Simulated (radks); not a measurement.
Problem. The gallium ion Ga1.7+, 29.3 electrons, occupied as [Ar] 3d(up 5, down 4.3) 4s2 (fractional occupations, a model configuration). All-electron calculation, scalar-relativistic Kohn-Sham, PBE, spin-polarised, spherical densities, point nucleus. Program: a radial shooting solver on a logarithmic mesh with Libxc functionals. Some entries of the table are withheld. Estimate them.

orbital  occ.  eigenvalue (eV)  <1/r> (bohr^-1)  <r> (bohr)
1s up       1        -10253.27            31.30     0.04860
1s down     1        -10253.27            31.30     0.04860
2s up       1        -1286.354            6.845      0.2178
2s down     1        -1285.838            6.847      0.2178
2p up       3        -1122.762            6.713      0.1908
2p down     3        -1122.377            6.715      0.1907
3s up       1              (1)            2.195      0.6488
3s down     1              (2)            2.193      0.6492
3p up       3        -121.9106            2.044      0.6739
3p down     3        -121.0181            2.042      0.6746
3d up       5         -41.6227            1.699      0.7711
3d down   4.3         -40.7688            1.693      0.7755
4s up       1         -24.7496           0.6393       2.046
4s down     1         -24.5929           0.6361       2.054

Solution. 
(1) 3s up eigenvalue (eV): -171.3308
(2) 3s down eigenvalue (eV): -170.4220
